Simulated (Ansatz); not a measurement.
n-GeGeGeGeSiGeH14 (SiGe5H14). The state is a triplet with charge 0. Geometry r2SCAN-D4/def2-SVP, that of the neutral singlet; atoms count from 1.

Cartesian coordinates in Å:
```
Ge -1.9927 -1.8877 0.4878
Ge -2.1416 0.0787 -0.9168
Ge -1.3320 2.0180 0.2910
Ge 1.0817 2.1861 0.1578
Si 2.1746 0.1962 0.8898
Ge 2.1418 -1.4879 -0.7934
H -0.7089 -1.8496 1.3342
H -3.1956 -1.9144 1.4463
H -1.9916 -3.1810 -0.3420
H -3.6094 0.2891 -1.3355
H -1.3134 -0.1007 -2.2020
H -1.7438 1.8941 1.7705
H -1.9666 3.3075 -0.2638
H 1.4706 2.4641 -1.3071
H 1.5600 3.3864 0.9987
H 3.6079 0.5028 1.1984
H 1.5302 -0.3039 2.1440
H 0.7115 -1.8025 -1.2618
H 2.7763 -2.7913 -0.2813
H 2.9409 -1.0041 -2.0149
```

At PBE0-D4/def2-TZVP a singlet of charge 0 lies 5.62 eV below the triplet at the same geometry.

**Question.** Estimate the Mulliken populations from the PBE0/def2-TZVP orbitals of Ansatz.

**Answer.** 
```csv
atom,charge (e),spin (α − β)
Ge1,-0.05,0.12
Ge2,-0.14,0.51
Ge3,-0.02,0.64
Ge4,-0.07,0.46
Si5,-0.07,0.05
Ge6,-0.03,0.00
H7,0.03,-0.01
H8,0.03,0.00
H9,0.03,0.05
H10,0.03,0.07
H11,0.05,-0.02
H12,0.05,-0.03
H13,0.02,0.02
H14,0.04,-0.02
H15,0.02,0.12
H16,0.01,0.01
H17,0.01,0.00
H18,0.02,0.00
H19,0.02,0.01
H20,0.02,0.00
```
Mulliken values and Mayer orders depend strongly on the basis.

**Question.** Where does the spin sit?

**Answer.** Summed by element: Ge 1.73, Si 0.05, H 0.21, of 2 unpaired in all. Largest on single atoms: Ge3 0.64, Ge2 0.51, Ge4 0.46.

**Question.** And the Mayer bond orders between bonded heavy atoms (over 0.3)?

**Answer.** Ge1–Ge2 0.86 (2.42 Å); Ge2–Ge3 0.52 (2.42 Å); Ge3–Ge4 0.45 (2.42 Å); Ge4–Si5 0.93 (2.39 Å); Si5–Ge6 0.94 (2.38 Å).
